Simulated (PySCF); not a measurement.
Cd(Cl)(SH) (CdClHS), SMILES [SH][Cd][Cl]. The structure is a stationary point at PBE0-D3(BJ)/def2-TZVP. The def2 effective core potentials stand for the cores of Cd; spin–orbit coupling is left out. One conformer was computed; it need not be the lowest.

All values below come from PBE0-D3(BJ)/def2-TZVP in PySCF 2.14.0.

Harmonic wavenumbers (cm⁻¹): 85, 88, 319, 407, 665, 2705. Rotational constants (GHz): 287.5, 1.393, 1.386; symmetry number 1.

**Question.** Work out the zero-point energy and the ideal-gas rigid-rotor harmonic-oscillator thermochemistry at 298.15 K and 1 atm.

**Answer.** ZPE = ½ Σ hcν = ½ × 4268 cm⁻¹ = 25.53 kJ/mol. H − E(el) = 41.61 kJ/mol. Entropy in J/(mol K): translation 173.58, rotation 99.89, vibration 42.25, total 315.71. G − E(el) = -52.52 kJ/mol. Cp = 66.34 J/(mol K). Modes under 150 cm⁻¹ make the vibrational entropy uncertain.
